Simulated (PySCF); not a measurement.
Screening by computed properties: pick the candidate that meets the target.

Species are written as SMILES; each is one conformer at its optimised geometry, gas phase, non-relativistic unless stated. Electronic properties by PySCF.

The conformers computed, where there is a choice (atom-mapped SMILES and torsion angles):
- `[CH3:1][CH2:2][P@:3]([CH3:4])(=[O:5])[CH2:6][SiH3:7]`: C1–C2–P3–C4 178°, C2–P3–C6–Si7 -174°
- `[CH:1]#[C:2][Si:3]([C:4]#[CH:5])([O:6][SiH3:7])[SiH2:8][CH3:9]`: C2–Si3–O6–Si7 50°, C2–Si3–Si8–C9 58°
- `[CH3:1][CH:2]([CH3:3])[NH:4][CH2:5][CH:6]([F:7])[F:8]`: C1–C2–N4–C5 75°, C2–N4–C5–C6 174°, N4–C5–C6–F7 171°
- `[F:1][CH:2]([F:3])[C:4]1=[CH:5][CH:6]=[CH:7][CH2:8][CH2:9]1`: F1–C2–C4–C5 115°
- `[CH2:1]=[CH:2][P:3]([CH3:4])([CH3:5])([CH3:6])[CH2:7][CH3:8]`: C1–C2–P3–C4 -25°, C2–P3–C7–C8 177°
- `[CH2:1]=[C:2]([CH3:3])[SiH2:4][S:5][SiH:6]([CH3:7])[CH3:8]`: C1–C2–Si4–S5 2°, C2–Si4–S5–Si6 -171°, Si4–S5–Si6–C7 77°

The conformers of `[SiH3][C@@H]1CSCCC[SiH2]1` and `C#C[C@@H]1C=C[SiH2][Si@H]1O[SiH3]` aren't listed.

Task: Wanted: HOMO–LUMO gap between 6.6 eV and 8.1 eV (PBE0/pcSseg-1) and HOMO energy above -6.54 eV (PBE0/pcSseg-1), at GFN2-xTB geometries. Which candidate meets both?
A. `C([SiH3])[P@](=O)(C)CC`
B. `C=CP(C)(C)(C)CC`
C. `[SiH3][C@@H]1CSCCC[SiH2]1`
D. `CC(C)NCC(F)F`
E. `C1=CC=C(C(F)F)CC1`
F. `C#C[C@@H]1C=C[SiH2][Si@H]1O[SiH3]`
G. `C(#C)[Si]([SiH2]C)(C#C)O[SiH3]`

Result: C. Computed values:
```
                          species  HOMO–LUMO gap  HOMO energy
                C1=CC=C(C(F)F)CC1        5.42 eV     -6.60 eV
                  C=CP(C)(C)(C)CC        5.61 eV     -5.58 eV
C#C[C@@H]1C=C[SiH2][Si@H]1O[SiH3]        6.42 eV     -7.14 eV
   C(#C)[Si]([SiH2]C)(C#C)O[SiH3]        6.86 eV     -7.90 eV
        [SiH3][C@@H]1CSCCC[SiH2]1        7.01 eV     -6.48 eV
           C([SiH3])[P@](=O)(C)CC        8.04 eV     -7.47 eV
                     CC(C)NCC(F)F        8.21 eV     -6.89 eV
```

Task: Wanted: dipole moment below 1.4 D (PBE0/pcSseg-1) and smallest rotational constant below 0.8 GHz (GFN2-xTB), at GFN2-xTB geometries. Which candidate meets both?
A. `C=CP(C)(C)(C)CC`
B. `CC[P@](C)(=O)C[SiH3]`
C. `C#C[Si](C#C)(O[SiH3])[SiH2]C`
D. `FC(F)C1=CC=CCC1`
E. `C=C(C)[SiH2]S[SiH](C)C`
F. `C(F)(F)CNC(C)C`

Result: C. Computed values:
```
                     species  dipole moment  smallest rotational constant
             C=CP(C)(C)(C)CC         0.38 D                     1.154 GHz
C#C[Si](C#C)(O[SiH3])[SiH2]C         0.79 D                     0.600 GHz
      C=C(C)[SiH2]S[SiH](C)C         1.92 D                     0.514 GHz
              C(F)(F)CNC(C)C         2.11 D                     0.771 GHz
             FC(F)C1=CC=CCC1         2.56 D                     0.898 GHz
        CC[P@](C)(=O)C[SiH3]         3.81 D                     0.985 GHz
```
